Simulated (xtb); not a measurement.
C₄HCoO₄, charge +1, doublet, from a rough starting geometry (GFN-xTB shapes and energies of metal compounds can be far from the true ones) (the multiplicity is a formal guess); GFN2-xTB in xtb.

Here is a job for xtb.
```
$ xtb mol.xyz --gfn 2 --chrg 1 --uhf 1 --opt vtight --json

# file mol.xyz
10

Co     0.11930012    -0.15742646     0.08448883
O      2.03958358     0.38800733    -2.11096680
C      1.25940207     0.15262626    -1.28065484
O      0.62470298     0.84255324     2.78912592
C      0.43193604     0.42462809     1.67550420
O     -1.56887546     2.05047570    -0.70263656
C     -0.91582394     1.22767396    -0.30074645
O     -1.95502624    -2.20381883    -0.35631468
C     -1.11582824    -1.43712379    -0.16180173
H      0.98478428    -1.26585162     0.37723125
```

**Question.** Predict the main parts of the log of this xtb run.

**Answer.** 
```
   ID    Z sym.   atoms
    1   27 Co     1
    2    8 O      2, 4, 6, 8
    3    6 C      3, 5, 7, 9
    4    1 H      10

           -------------------------------------------------
          |                Calculation Setup                |
           -------------------------------------------------

           -------------------------------------------------
          |                 G F N 2 - x T B                 |
           -------------------------------------------------

          ...................................................
          :                      SETUP                      :
          :.................................................:
          :  # basis functions                  43          :
          :  # atomic orbitals                  42          :
          :  # shells                           20          :
          :  # electrons                        49          :
          :  max. iterations                   250          :
          :  Hamiltonian                  GFN2-xTB          :
          :  restarted?                      false          :
          :  GBSA solvation                  false          :
          :  PC potential                    false          :
          :  electronic temp.          300.0000000     K    :
          :  accuracy                    1.0000000          :
          :  -> integral cutoff          0.2500000E+02      :
          :  -> integral neglect         0.1000000E-07      :
          :  -> SCF convergence          0.1000000E-05 Eh   :
          :  -> wf. convergence          0.1000000E-03 e    :
          :  Broyden damping             0.4000000          :
          :  net charge                          1          :
          :  unpaired electrons                  1          :
          ...................................................

 iter      E             dE          RMSdq      gap      omega  full diag
   1    -28.5405500 -0.285405E+02  0.920E+00    4.16       0.0  T
   2    -28.6099648 -0.694148E-01  0.543E+00    2.82       1.0  T
   3    -28.6293717 -0.194069E-01  0.353E+00    3.44       1.0  T
   4    -28.6593378 -0.299662E-01  0.119E+00    3.23       1.0  T
   5    -28.6678988 -0.856099E-02  0.260E-01    3.21       1.0  T
   6    -28.6681340 -0.235172E-03  0.141E-01    3.26       1.0  T
   7    -28.6682144 -0.804183E-04  0.644E-02    3.25       1.0  T
   8    -28.6682185 -0.409833E-05  0.383E-02    3.24       1.0  T
[...]
 * total energy  :   -28.4138853 Eh     change       -0.1550701E-04 Eh
 * total energy  :   -28.4138917 Eh     change       -0.6330195E-05 Eh
 * total energy  :   -28.4138919 Eh     change       -0.2294839E-06 Eh
 * total energy  :   -28.4138969 Eh     change       -0.5061121E-05 Eh
 * total energy  :   -28.4138982 Eh     change       -0.1269375E-05 Eh
 * total energy  :   -28.4138970 Eh     change        0.1219821E-05 Eh
 * total energy  :   -28.4139001 Eh     change       -0.3133081E-05 Eh
 * total energy  :   -28.4138979 Eh     change        0.2237397E-05 Eh
 * total energy  :   -28.4139012 Eh     change       -0.3272010E-05 Eh
 * total energy  :   -28.4139010 Eh     change        0.1989077E-06 Eh
 * total energy  :   -28.4139015 Eh     change       -0.5223832E-06 Eh
 * total energy  :   -28.4139016 Eh     change       -0.6790774E-07 Eh
   *** GEOMETRY OPTIMIZATION CONVERGED AFTER 31 ITERATIONS ***
         :: total energy             -28.413901553533 Eh    ::
[...]
     7   6 C        1.729     0.246    25.609     8.188
     8   8 O        0.856     0.055    14.396     5.087
     9   6 C        1.723     0.247    25.586     8.186
    10   1 H        0.906     0.102     1.773     2.083

 Mol. C6AA /au·bohr⁶  :       2352.224718
 Mol. C8AA /au·bohr⁸  :      85791.168340
 Mol. α(0) /au        :         80.057844

Wiberg/Mayer (AO) data.
largest (>0.10) Wiberg bond orders for each atom

 ---------------------------------------------------------------------------
     #   Z sym  total        # sym  WBO       # sym  WBO       # sym  WBO
 ---------------------------------------------------------------------------
     1  27 Co   5.291 --     3 C    1.005     5 C    1.005     9 C    0.967
                             7 C    0.931    10 H    0.751     2 O    0.165
                             4 O    0.165     8 O    0.152     6 O    0.149
     2   8 O    2.687 --     3 C    2.453     1 Co   0.165
     3   6 C    3.631 --     2 O    2.453     1 Co   1.005
     4   8 O    2.687 --     5 C    2.453     1 Co   0.165
     5   6 C    3.631 --     4 O    2.453     1 Co   1.005
     6   8 O    2.694 --     7 C    2.487     1 Co   0.149
     7   6 C    3.572 --     6 O    2.487     1 Co   0.931
     8   8 O    2.705 --     9 C    2.493     1 Co   0.152
     9   6 C    3.584 --     8 O    2.493     1 Co   0.967
    10   1 H    0.990 --     1 Co   0.751
 ---------------------------------------------------------------------------

Topologies differ in total number of bonds
Writing topology from bond orders to xtbtopo.mol

molecular dipole:
                 x           y           z       tot (Debye)
 q only:       -0.224      -0.046      -0.051
   full:       -0.251       0.390      -0.102       1.206
molecular quadrupole (traceless):
                xx          xy          yy          xz          yz          zz
 q only:       -2.700      -0.034       0.047      -1.655       0.302       2.653
  q+dip:       -3.311      -0.124       0.170      -1.984       0.328       3.141
   full:       -2.350       0.750       0.373      -1.429       0.423       1.977

optimized geometry written to: xtbopt.xyz

           -------------------------------------------------
          | TOTAL ENERGY              -28.413901553533 Eh   |
          | GRADIENT NORM               0.000045200149 Eh/α |
          | HOMO-LUMO GAP               2.766798089042 eV   |
           -------------------------------------------------
```
